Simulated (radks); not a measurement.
Bi56+, configuration [Ar] 3d9.

Calculated with a radial shooting solver on a logarithmic mesh with Libxc functionals: non-relativistic Kohn-Sham, TPSS, spin-polarised, spherical densities, point nucleus; open shells are filled with parallel spins first (spin-orbit coupling, left out, can overturn this in heavy ions); meta-GGA in the generalised Kohn-Sham scheme; relativity is left out, which matters for an element this heavy.

Energy parts (eV):
total: -476646.52
kinetic: 476604.76
electron-nucleus: -1023411.86
Hartree: 76802.67
exchange-correlation: -6642.09

Orbitals (lengths in bohr, moments of r in powers of bohr; r(max) is where P^2 peaks):
| orbital | occ. | eigenvalue (eV) | <r> | <r^2> | r(max) |
|---|---|---|---|---|---|
| 1s up | 1 | -84401.95 | 0.01823 | 0.0004438 | 0.01210 |
| 1s down | 1 | -84401.96 | 0.01823 | 0.0004438 | 0.01210 |
| 2s up | 1 | -16956.95 | 0.07637 | 0.006830 | 0.06555 |
| 2s down | 1 | -16951.88 | 0.07636 | 0.006827 | 0.06554 |
| 2p up | 3 | -16470.40 | 0.06449 | 0.005029 | 0.05081 |
| 2p down | 3 | -16466.76 | 0.06448 | 0.005026 | 0.05080 |
| 3s up | 1 | -6316.441 | 0.1866 | 0.03957 | 0.1757 |
| 3s down | 1 | -6311.715 | 0.1867 | 0.03960 | 0.1758 |
| 3p up | 3 | -6095.912 | 0.1770 | 0.03608 | 0.1648 |
| 3p down | 3 | -6090.608 | 0.1771 | 0.03612 | 0.1648 |
| 3d up | 5 | -5701.249 | 0.1535 | 0.02725 | 0.1286 |
| 3d down | 4 | -5694.163 | 0.1536 | 0.02728 | 0.1286 |

The highest occupied level is 3d down at -5694.2 eV. The electron density at the nucleus is 4.094e+05 e/bohr^3. Summed over all electrons, <r^2> = 0.5858 bohr^2, which gives a Langevin (diamagnetic) susceptibility term of -0.464 x 10^-6 cm^3/mol. For comparison, the ionisation energy in NIST's Atomic Spectra Database is 5740 eV (theoretical). In exact Kohn-Sham theory the highest level is minus the ionisation energy, but local and semilocal functionals leave it too shallow, through self-interaction and a potential that decays too fast; potentials with the right tail come closer. Virial ratio -V/T = 2.00009.
